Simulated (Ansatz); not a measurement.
Computed with Ansatz on PBE0-D4/def2-TZVP structures; ΔE is electronic, products minus reactants. CBS: MP2 limit from def2 TZ/QZ plus the TZ coupled-cluster correction, frozen cores. This one scheme is used for every species, atoms too. DFT in def2-TZVPP. HSE06 is defined as in plane-wave codes. No spin–orbit coupling; open shells (•) take unrestricted orbitals. Spin–orbit coupling would lower the free atoms: a little for F. Each species was taken in one conformer, which may not be the lowest.

Consider the hydrogen abstraction from the Si–H bond: `[SiH3]O[SiH2][SiH3]` + F• → `[SiH3]O[SiH][SiH3]`• + H–F.

```tsv
level	ΔE (kJ/mol)
HSE06-D4	-197.2
BHLYP-D4	-158.2
ωB97X-V	-181.4
ωB97M-V	-185.6
PBE	-224.2
CCSD/def2-SVP	-157.0
CCSD(T)/def2-SVP	-159.6
SCS-MP2/def2-TZVPP	-190.1
```

(1) What does CCSD(T)/CBS give? (Estimate.)

Largest T1 diagnostic among the species: 0.015.

Results:

(1) Ansatz gave: -198.0 kJ/mol. The listed levels differ from it by 0.8, 39.8, 16.6, 12.4, -26.2, 41.0, 38.4, 7.9 kJ/mol.

From PBE to PBE0 (25 % exact exchange), in def2-TZVPP and without D4, ΔE moves by +27.3 kJ/mol. In def2-TZVPP, CCSD(T) changes the Hartree–Fock value by −97.0 kJ/mol (the triples alone add −7.6 kJ/mol) and MP2 by −123.6 kJ/mol.

CCSD(T)/CBS has its own doubt, a few kJ/mol and more with outer-core shells, so smaller differences from it don't rank the levels.
